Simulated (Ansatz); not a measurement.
One change: `[SiH3][AlH][Al]1[CH2][CH2]1` becomes `[I][Al]1[CH2][CH2]1`.

Ansatz, PBE0-D4/def2-TZVP geometries, multiplicity 1. Each molecule was computed in one conformer, which needn't be the lowest.

Elements past krypton have def2 core potentials.

| property | `[SiH3][AlH][Al]1[CH2][CH2]1` |
| --- | --- |
| HOMO energy (ωB97M-V/def2-TZVPP) / eV | -7.46 |
| size of the dipole moment (ωB97M-V/def2-TZVPP) / D | 0.78 |
| size of the dipole moment (B3LYP/def2-TZVPP) / D | 0.31 |
| HOMO–LUMO gap (PBE/def2-TZVPP) / eV | 1.60 |
| LUMO energy (B3LYP/def2-TZVPP) / eV | -2.63 |
| LUMO energy (PBE/def2-TZVPP) / eV | -3.12 |

Question: Give the same properties after the change, and the shifts. (An estimate is asked.)

Answer: Computed: 
```csv
property,`[I][Al]1[CH2][CH2]1`,shift
HOMO energy (ωB97M-V/def2-TZVPP) / eV,-8.25,-0.79
size of the dipole moment (ωB97M-V/def2-TZVPP) / D,0.17,-0.61
size of the dipole moment (B3LYP/def2-TZVPP) / D,0.14,-0.17
HOMO–LUMO gap (PBE/def2-TZVPP) / eV,2.93,1.33
LUMO energy (B3LYP/def2-TZVPP) / eV,-1.48,1.15
LUMO energy (PBE/def2-TZVPP) / eV,-2.05,1.07
```

With PBE0 the HOMO falls by 0.54 eV and the LUMO rises by 1.26 eV, so the gap widens by about 1.80 eV. PBE moves the HOMO by -0.26 eV and ωB97M-V by -0.79 eV. The zero-point energy changes by -80.7 kJ/mol with -15 modes. Dipoles are sizes alone; their direction can turn.

B3LYP here is the variant with VWN-RPA as its local correlation; programs differ in this.

Spin–orbit coupling is left out; it splits and shifts lone-pair levels of the heavy atoms by tenths of an eV.
